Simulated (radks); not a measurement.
The numbers below are computed, except where a source is named.
Problem. Valence configurations of Mo (all share [Kr]). Level of theory: scalar-relativistic Kohn-Sham, BLYP, spin-polarised, spherical densities, finite nucleus; open shells are filled with parallel spins first (spin-orbit coupling, left out, can overturn this in heavy ions); Fermi nuclear charge, rms radius 4.4091 fm (a radial shooting solver on a logarithmic mesh with Libxc functionals). Order these by energy: 4d5 5s1; 4d5 5s0.5 5p0.5; 4d6; 4d4.5 5p1.5; 4d3.5 5s2 5p0.5; 4d4 5s2; 4d5.5 5p0.5; 4d5 5p1; 4d4.5 5s1.5; 4d4 5s1 5p1.

Solution. From the lowest, in eV above it: 4d5 5s1 0.000; 4d4.5 5s1.5 0.740; 4d4 5s2 1.644; 4d5 5s0.5 5p0.5 1.661; 4d6 2.752; 4d5.5 5p0.5 2.948; 4d5 5p1 3.369; 4d4 5s1 5p1 4.147; 4d3.5 5s2 5p0.5 4.324; 4d4.5 5p1.5 5.473. NIST lists [Kr] 4d5 5s1 as the ground configuration; this level of theory agrees among the configurations tried. The energies are those of spherical high-spin densities, not of single terms.
